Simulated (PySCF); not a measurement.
Al(F)(Cl)(vinyl) (C2H3AlClF), SMILES C=[CH][Al]([F])[Cl].

Geometry optimised at PBE0-D3(BJ)/def2-SVP. The values are those of a single conformer.

Level of theory: B3LYP/def2-TZVP run with PySCF.

Isolated molecule, no solvent.

The total energy is -880.75986 hartree. The point group is Cs. The highest occupied level is -8.28 eV, the lowest empty level is -1.73 eV and the orbital gap is 6.54 eV. The dipole moment comes out as 2.39 D, the quadrupole, principal values (traceless, Buckingham form, about the centre of nuclear charge) is -5.03, 1.76, 3.27 D·Å and the mean static polarisability comes out as 56.7 bohr³ (8.40 Å³). The polarisability, principal values is 40.5, 61.0, 68.5 bohr³.
